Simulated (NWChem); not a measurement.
C2H2F2; SMILES C(/F)=C/F

Results from NWChem. Coordinates come from a B3LYP/6-31G* (spherical d) optimisation. Level: B3LYP/def2-SVP with SMD (1 M gas to 1 M solution), gas-phase geometry.

Task: Order these by “solvation free energy (kcal/mol)”, lowest first: water; acetone; benzene.

Result: acetone (-2.3), benzene (-1.2), water (0.3)
